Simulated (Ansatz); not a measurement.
The cluster SnSe4 (the lowest singlet isomer of a short search). The state is a singlet with charge 0. Geometry PBE-D4/def2-SVP, basis def2-TZVP, Ansatz.

```xyz
5

Sn   -1.049    0.736   -1.320
Se   -0.557    1.745    1.156
Se   -0.006   -1.625   -0.057
Se    1.291   -0.551   -1.719
Se    0.320   -0.304    1.941
```

```csv
run,HOMO (eV),LUMO (eV)
A,-8.16,-0.96
B,-5.28,-3.39
C,-5.04,-3.45
D,-8.47,-0.88
E,-6.04,-2.78
```

In the def2 sets Sn takes a core potential; there is no spin–orbit coupling. LC-ωPBE has ω = 0.4 bohr⁻¹. The structure comes from a short search, and lower isomers may exist.

**Question.** The runs used LC-ωPBE, PBE, PBE0, r2SCAN, ωB97X-V. Estimate which is which.

**Answer.** A ωB97X-V (range-separated); B r2SCAN (0 % exact exchange); C PBE (0 % exact exchange); D LC-ωPBE (range-separated); E PBE0 (25 % exact exchange). Exact exchange lowers occupied and raises empty levels; among semilocal functionals meta-GGAs tend to open the gap a little, and such runs are hard to tell apart. The gap grows from 1.59 eV (PBE) to 7.59 eV (LC-ωPBE).
